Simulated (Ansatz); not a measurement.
Mulliken charges of Cl₄FHOW (`[OH][W]([F])([Cl])([Cl])([Cl])[Cl]`) from B3LYP/def2-TZVPP in Ansatz (PBE0-D4/def2-TZVP geometry).

| atom | x (Å) | y (Å) | z (Å) | charge (e) |
| --- | --- | --- | --- | --- |
| O1 | -0.883 | -1.274 | 0.426 | -0.282 |
| W2 | 0.086 | 0.196 | -0.163 | 0.995 |
| F3 | 0.866 | 0.112 | 1.538 | -0.275 |
| Cl4 | -0.944 | 0.172 | -2.181 | -0.136 |
| Cl5 | 1.435 | 2.000 | -0.572 | -0.156 |
| Cl6 | -1.490 | 1.656 | 0.651 | -0.183 |
| Cl7 | 1.764 | -1.146 | -0.979 | -0.183 |
| H8 | -0.835 | -1.717 | 1.280 | 0.221 |

By hand: the dipole of these point charges (1 e Å = 4.8032 D).

Σ q r = (-0.234, -0.285, 0.023) e Å, of length 0.369 e Å = 1.77 D.

How does the dipole of the full density compare? (Estimate.)

The calculation gave: (-0.215, -0.332, 0.141) e Å, 2.02 D; the point charges give 0.88 times that, at 17° from its direction.

Point charges leave out the atoms' own dipoles, such as those of lone pairs, and Mulliken's split depends on the basis, so the close match here is no proof of good charges.

B3LYP here is the variant with VWN-RPA as its local correlation; programs differ in this.
